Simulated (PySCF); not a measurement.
Gas-phase reaction: TiF₄ + 4 HBr → TiBr₄ + 4 HF

Method: PySCF energies (xtb for GFN2) plus ideal-gas RRHO corrections (1 bar). † marks an energy on the PBE0/def2-TZVP geometry and frequencies; other levels use their own. All species are closed-shell singlets. Br: all electrons, no relativistic terms.

LDA/def2-TZVP† gives ΔH°(298 K) = 123 kJ.

What do HF/def2-TZVP†, BLYP/def2-TZVP†, GFN2-xTB give?

HF/def2-TZVP†: 170 kJ; BLYP/def2-TZVP†: 171 kJ; GFN2-xTB: 521 kJ. For scale, ΔH°(298 K) is 123 kJ at this level, 143 kJ at ωB97M-V/def2-TZVP†, and runs from 9 to 521 kJ over the 18 levels computed.
